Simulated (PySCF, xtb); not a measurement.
B(H) cation (BH), SMILES [BH] (connectivity only; charge and spin as stated), charge +1, multiplicity 2.

Geometry: B3LYP-D3(BJ)/def2-TZVPD. The spin state was assumed, not searched.

Computed with IEF-PCM-B3LYP/def2-TZVPD run with PySCF.

The values are the electrostatic part of the solvation free energy, E(continuum) − E(gas) at the gas-phase geometry, in a cavity of scaled van der Waals radii (PySCF's table); cavitation and dispersion terms are not included.

```csv
solvent,ε,ΔG(elec) (kcal/mol)
water,78.36,-71.7
chloroform,4.71,-57.2
dichloromethane,8.93,-64.5
```

For comparison, GFN2-xTB/ALPB(water) (xtb, at the GFN2-xTB geometry, all terms of that model) gives -73.6 kcal/mol.
